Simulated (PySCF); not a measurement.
Computed shifts of a molecule C3H7FSi, B3LYP/pcSseg-1 (PySCF), GIAO, gas phase, atoms alike by connectivity averaged where their shifts nearly agree, in ppm (number of nuclei): ²⁹Si: -3.0 (1). ¹⁹F: -215.6 (1). ¹³C: 139.1 (1), 127.5 (1), 26.3 (1). ¹H: 6.00 (1), 5.54 (2), 4.96 (2), 2.30 (1), 2.21 (1). References: ²⁹Si against TMS (σ = 338.7 ppm); ¹⁹F against CFCl3 (σ = 161.7 ppm); ¹³C against TMS (σ = 181.3 ppm); ¹H against TMS (σ = 31.68 ppm), references at their B3LYP-D3(BJ)/def2-TZVP geometries, non-relativistic. Coordinates come from a B3LYP-D3(BJ)/def2-SVP optimisation. The values are those of a single conformer.

Task: Which structure fits?
A) C/C=C(/F)[SiH3]
B) C/C(F)=C/[SiH3]
C) C=C[C@H](F)[SiH3]
D) C=CC[SiH2]F

Result: D, C=CC[SiH2]F
